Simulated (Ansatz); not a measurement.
Reaction (SMILES): F[C]F (closed-shell singlet) → C atom + 2 F atom
B3LYP-D3(BJ)/def2-TZVP geometries, fixed; electronic energies without zero-point terms.

Basis-set convergence of the atomisation energy at PBE with Ansatz (a program for electronic structure). Cartesian d functions, on some or all atoms, in 6-31+G*; all else is spherical. The program fits the integrals of some runs and decomposes those of others, by size. Open shells are unrestricted. No added dispersion term, no relativity. Functions are those of the species that has most. Reference: the value in aug-pcseg-3, 276.90 kcal/mol, itself unsure by roughly 0.18 kcal/mol (its mean distance from aug-cc-pVQZ, cc-pV5Z, def2-QZVPPD).

```csv
basis,functions,atomisation energy (kcal/mol)
3-21G,27,…
pcseg-1,42,274.24
6-31+G*,57,271.62
def2-SVPD,66,…
aug-pcseg-1,69,…
"6-311++G(2d,2p)",81,…
def2-TZVPP,93,276.85
cc-pVQZ,165,277.71
cc-pV5Z,273,276.84
```

Question: Complete the blanks.

Answer: 
- 3-21G, atomisation energy (kcal/mol): 266.48
- def2-SVPD, atomisation energy (kcal/mol): 277.87
- aug-pcseg-1, atomisation energy (kcal/mol): 274.88
- 6-311++G(2d,2p), atomisation energy (kcal/mol): 273.37
